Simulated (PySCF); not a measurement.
## Indirect couplings

Geometry:
| atom | x (Å) | y (Å) | z (Å) |
| --- | --- | --- | --- |
| C1 | 1.436 | 0.579 | -0.064 |
| Se2 | 0.055 | -0.701 | -0.446 |
| C3 | -1.481 | 0.035 | 0.441 |
| O4 | 0.439 | -2.070 | 0.304 |
| O5 | -0.225 | -0.657 | -2.028 |
| H6 | 1.124 | 1.561 | -0.442 |
| H7 | 2.324 | 0.226 | -0.603 |
| H8 | 1.620 | 0.588 | 1.017 |
| H9 | -2.302 | -0.667 | 0.246 |
| H10 | -1.705 | 1.017 | 0.006 |
| H11 | -1.275 | 0.093 | 1.517 |

Couplings: B3LYP/pcJ-1 (pcSseg-1 on Se) (without the spin–dipole term) in PySCF 2.14, geometry PBE0-D3(BJ)/def2-SVP; gas phase, one conformer, non-relativistic. Couplings are averaged over pairs made equivalent by symmetry, fast rotation or ring inversion, so a value needn't be that of the named pair in this geometry, while other rotamers aren't included; one pair stands for each set, and the list holds those of at least 1.5 Hz over up to four bonds, among pairs with at least one C or H atom (others weren't computed).

Isotopes: 13C, 1H, 17O. Couplings to quadrupolar nuclei such as 17O and 33S are rarely resolved in practice.

```tsv
pair	bonds	J (Hz)
C1, H6	1	150.5
C1, C3	2	9.7
C1, O4	2	?
H6, H7	2	?
```

Estimate the withheld couplings, with signs.

## Answers


- 2J(C1,O4) = 2.0 Hz
- 2J(H6,H7) = -12.0 Hz (mean over equivalent pairs that range from -13.2 to -9.8 Hz in this conformer)

Relativistic effects of the heavier atoms present are left out.
